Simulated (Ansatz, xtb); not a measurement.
Species: SiS (charge +1, doublet). SMILES of the parent species: [Si]=S
Coordinates optimised at B3LYP-D3(BJ)/def2-TZVP (Ansatz, a quantum-chemistry and plane-wave program):
```
Si
S 1 2.0827
```
Charge +1, spin multiplicity 2.

Harmonic wavenumbers from GFN2-xTB (xtb, at its own minimum), cm⁻¹: 466.

### Question
Give the harmonic wavenumbers at B3LYP-D3(BJ)/def2-TZVP (Ansatz, finite differences of forces, unscaled).

### Answer
581 cm⁻¹. Zero-point energy 0.8 kcal/mol.

### Question
From these and the geometry, give the ideal-gas thermochemistry at 298.15 K and 1 atm (rigid rotor, harmonic oscillator).

### Answer
Point group C∞v, rotational symmetry number 1. Rotational constants 7.783, 7.783 GHz. S(trans) 38.20, S(rot) 15.27, S(vib) 0.48, S(elec, spin only) 1.38, S 55.3 cal/(mol K). H(298) - H(0) 2.18 kcal/mol; G - E(el) -13.5 kcal/mol.
